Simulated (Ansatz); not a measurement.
Start from `[F][Sn]([F])([Br])[Br]` and change one atom or group to get `[F][Sn]([F])([Cl])[Br]`.

Ansatz, PBE0-D4/def2-TZVP geometries, multiplicity 1. 

Elements past krypton have def2 core potentials. Scalar relativity is left out up to krypton.

```
                                      property  `[F][Sn]([F])([Br])[Br]`
zero-point energy (PBE0-D4/def2-TZVP) / kJ/mol                      14.9
       HOMO–LUMO gap (ωB97M-V/def2-TZVPP) / eV                     10.29
             HOMO energy (PBE/def2-TZVPP) / eV                     -8.10
             LUMO energy (PBE/def2-TZVPP) / eV                     -4.25
size of the dipole moment (PBE/def2-TZVPP) / D                      1.91
           HOMO energy (B3LYP/def2-TZVPP) / eV                     -9.16
```

Give the same properties after the change, and the shifts. (Best estimate.)

Ansatz gave: 
```
                                      property  `[F][Sn]([F])([Cl])[Br]`  shift
zero-point energy (PBE0-D4/def2-TZVP) / kJ/mol                      16.0    1.1
       HOMO–LUMO gap (ωB97M-V/def2-TZVPP) / eV                     10.64   0.35
             HOMO energy (PBE/def2-TZVPP) / eV                     -8.30  -0.20
             LUMO energy (PBE/def2-TZVPP) / eV                     -4.22   0.03
size of the dipole moment (PBE/def2-TZVPP) / D                      1.76  -0.15
           HOMO energy (B3LYP/def2-TZVPP) / eV                     -9.38  -0.22
```

With PBE0 the HOMO falls by 0.22 eV and the LUMO rises by 0.06 eV, so the gap widens by about 0.28 eV. PBE moves the HOMO by -0.20 eV and ωB97M-V by -0.25 eV. Dipoles are sizes alone; their direction can turn.

B3LYP here is the variant with VWN-RPA as its local correlation; programs differ in this.

Spin–orbit coupling is left out; it splits and shifts lone-pair levels of the heavy atoms by tenths of an eV.
